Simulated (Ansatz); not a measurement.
`ClB[SeH]`. The species carries charge 0 and has multiplicity 1. The structure was optimised at the PBE0-D4/def2-TZVP level. It is one conformer, not always the lowest.

```xyz
5

Cl   -0.253   -1.637    1.413
B     0.082   -0.199    0.487
Se   -0.521   -0.105   -1.329
H     0.675    0.698    0.992
H     0.017    1.242   -1.563
```

Question: What is the dipole moment at B3LYP/def2-TZVPP? (An estimate is asked.)

Answer: Ansatz gave: 1.24 D, with components (0.27, 1.05, -0.60) D in this frame, pointing from negative to positive charge.

Question: And with PBE, r2SCAN, ωB97M-V? (Estimate.)

Answer: Ansatz gave: PBE 1.20 D, r2SCAN 1.27 D, ωB97M-V 1.22 D.

Question: Give the Mulliken charges with B3LYP, r2SCAN, ωB97M-V in def2-TZVPP. (Estimate.)

Answer: Computed: 
```tsv
atom	B3LYP	r2SCAN	ωB97M-V
Cl1	-0.13	-0.13	-0.10
B2	0.03	0.04	-0.04
Se3	0.00	0.01	-0.02
H4	0.05	0.02	0.08
H5	0.05	0.06	0.07
```

B3LYP here is the variant with VWN-RPA as its local correlation; programs differ in this.
